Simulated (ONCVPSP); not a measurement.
Configuration tests for Ar (ONCV)

* Element: Ar
* Generator: ONCVPSP 4.0.1
* Type: optimised norm-conserving Vanderbilt (ONCV)
* Functional: PBE
* Relativity: scalar-relativistic
* Frozen core: [Ne]
* Valence charge: 8
* Reference configuration: 3s2 3p5 (charge +1)
* Partial waves: 3s: rc 1.05 bohr, ncon 4, nbas 9, qcut 5.2 1/bohr, 3 projectors, debl 1.1 Ha; 3p: rc 0.95 bohr, ncon 4, nbas 8, qcut 7.6 1/bohr, local
* Local potential: the p channel
* Core correction: polynomial model core, fcfact 0.45

In the s channel the program set the typed energies aside and used -1.349, 0.250, 1.350 Ha.

Energies are relative to the spin-unpolarised reference configuration 3s2 3p5; without spin polarisation the order of configurations can differ from experiment.

Question: Give the all-electron excitation energy and the error of the potential for: 3s2 3p6; 3s2 3p4; 3s2 3p3; 3s2 3p2.

Answer:

```
valence configuration  charge  ΔE all-electron (eV)  error AE − PS (meV)
              3s2 3p6       0               -16.057                 +5.5
              3s2 3p4      +2                28.659                 +7.2
              3s2 3p3      +3                71.243                  +43
              3s2 3p2      +4               128.878                 +125
```

Levels in the configuration 3s2 3p3:

| level | all-electron (eV) | pseudo (eV) |
| --- | --- | --- |
| 3s | -65.586 | -65.520 |
| 3p | -49.939 | -49.879 |

Note: ghosts flagged at negative energy: s at -268.7 eV; GHOST(+) flags only above 600 eV. A true bound ghost makes a file unfit for plane-wave use.
